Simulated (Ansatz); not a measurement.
Born–Oppenheimer molecular dynamics of CH$_{5}$B$_{2}$FO$_{2}$ (11 atoms, charge 0, multiplicity 1). It starts from a relaxed structure.

These are results of Ansatz 0.2.0, RKS PBE0/STO-3G, not measurements.

```
ensemble        : NVT, Langevin thermostat
time step       : 1 fs
steps asked     : 600
set temperature : 300 K
friction        : 0.01 /fs
seed            : 483457
```

First frame:

```xyz
11
Properties=species:S:1:pos:R:3
B -1.702 -0.404 -0.714
B -0.644 0.212 0.391
C 0.861 0.468 0.002
O 0.486 -0.802 0.938
O 1.437 0.032 -1.198
F 1.740 1.231 0.733
H -2.298 0.312 -1.431
H -1.930 -1.552 -0.833
H -1.059 0.891 1.253
H 0.733 -0.475 1.873
H 2.441 0.030 -0.994
```

Problem. How far do the bonds stretch over the last three quarters of this one trajectory? (Pairs bonded in most of those frames.)

Solution. 
```
  bond  mean (Å)  spread (Å)  shortest  longest
 B1–B2     1.657       0.035      1.57     1.73
 B1–H7     1.180       0.031      1.10     1.27
 B1–H8     1.180       0.029      1.11     1.24
 B2–C3     1.580       0.031      1.50     1.66
 B2–O4     1.624       0.045      1.52     1.74
 B2–H9     1.176       0.028      1.11     1.24
 C3–O4     1.631       0.043      1.55     1.73
 C3–O5     1.402       0.024      1.35     1.46
 C3–F6     1.377       0.025      1.33     1.44
O4–H10     1.024       0.021      0.98     1.07
O5–H11     1.028       0.029      0.97     1.09
```

Mean temperature of the second half: 298 K. A run of 0.6 ps of so small a system gives no equilibrium averages. Limits of this set-up: minimal basis.

Run time: 23 min on 1 thread of Arm Neoverse V1, on a shared host, peak memory 0.096 GiB.
